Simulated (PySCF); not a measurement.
[Br3]-: from structure and modes to constants

Computed with PySCF, B3LYP, basis Br def2-SVPD (no relativity, density fitting).

The singlet minimum has D∞h symmetry. Masses (u): Br 78.91834.

```xyz
3
charge -1 multiplicity 1, angstrom
Br    0.0000    0.0000    0.0000
Br    0.0000    0.0000    2.6441
Br    0.0000    0.0000   -2.6441
```

Harmonic wavenumbers (cm⁻¹): 84.1 (πu, ×2), 146.9 (σg+, ×1), 180.8 (σu+, ×1).

Problem. Find the principal moments of inertia and the rotational constants. What kind of rotor is it?

Solution. About the centre of mass I = 1103.5 u Å². With B = 16.8576/I this gives 0.01528 cm⁻¹. The molecule is linear.

Problem. What is the harmonic zero-point energy?

Solution. Half the sum of all 4 wavenumbers, 496/2 = 248 cm⁻¹, which is 3.0 kJ/mol (1 cm⁻¹ = 0.0119627 kJ/mol).

Problem. Find the vibrational entropy and heat capacity at 298.15 K.

Solution. With u = 1.43878 ω/T, each mode gives S = R[u/(eᵘ−1) − ln(1−e⁻ᵘ)] and C = R u² eᵘ/(eᵘ−1)².
```csv
ω (cm⁻¹),u,S (J/(mol K)),C (J/(mol K))
84.1 (×2),0.406,15.87,8.20
146.9,0.709,11.34,7.97
180.8,0.873,9.71,7.81
```
The sums over all modes are S = 52.8 and C = 32.2 J/(mol K); the softest mode gives 30 % of the entropy (each member, where degenerate).

Problem. Give the standard entropy (298.15 K, 1 bar) by its translational, rotational, vibrational and spin parts, and Cp.

Solution. Sackur–Tetrode with M = 236.76 u gives 177.0; rotation with symmetry number 2 gives 81.7; vibration 52.8; spin R ln 1 = 0.0. The total is 311.5 J/(mol K), and Cp = 7/2 R + 32.2 = 61.3 J/(mol K).

Problem. Find the bond force constant k and the stretch–stretch coupling k′ of the valence force field.

Solution. For linear XMX, 4π²c²ω(σg)² = (k + k′)/mX and 4π²c²ω(σu)² = (k − k′)(1 + 2mX/mM)/mX. So k + k′ = 1.004 and k − k′ = 0.507 mdyn/Å, giving k = 0.755 and k′ = 0.249 mdyn/Å.

Other isomers or separated fragments may lie lower. The lowest empty level of this anion is unbound, so it and the gap depend on the basis.
